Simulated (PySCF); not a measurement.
# TlF: frontier orbitals

CAM-B3LYP at R = 2.125 Å; Tl aug-cc-pVDZ-PP with ECP60, F aug-cc-pVDZ; scalar-relativistic core potentials (PySCF 2.14). State: ¹Σ⁺ (singlet), closed shell. Only the outer orbitals are listed, counted within each symmetry, core potentials removing the inner ones.

```csv
orbital,occ.,ε (eV),on Tl (%),main shells (%)
6σ,2,-12.97,65,"64 Tl s, 35 F p"
3π,2,-10.37,3,97 F p
3π,2,-10.37,3,97 F p
7σ,2,-9.34,49,"51 F p, 36 Tl s, 11 Tl p"
4π,0,-0.94,101,100 Tl p
4π,0,-0.94,101,100 Tl p
8σ,0,0.15,100,"81 Tl p, 16 Tl s"
```

Q: Which are the highest filled and the lowest empty level, where do they sit, and how wide is the gap?

A: Highest filled 7σ at -9.34 eV (in %: 51 F p, 36 Tl s, 11 Tl p); lowest empty 4π at -0.94 eV (in %: 100 Tl p); the gap at CAM-B3LYP is 8.40 eV.

```json
{"bond order (Mayer)": "0.39", "⟨S²⟩": "0.000", "charge on Tl (Mulliken, basis-dependent)": "0.67", "charge on Tl (Löwdin, basis-dependent)": "0.75", "dipole moment (positive dipole means Tl(−)F(+))": "-4.54 D", "polarisability along the bond": "43.7 bohr³", "polarisability across the bond": "30.8 bohr³"}
```

Shares are Mulliken populations and can fall outside 0 to 100 %.

These are scalar-relativistic numbers at best; spin–orbit coupling would shift them, the dissociation energy most.
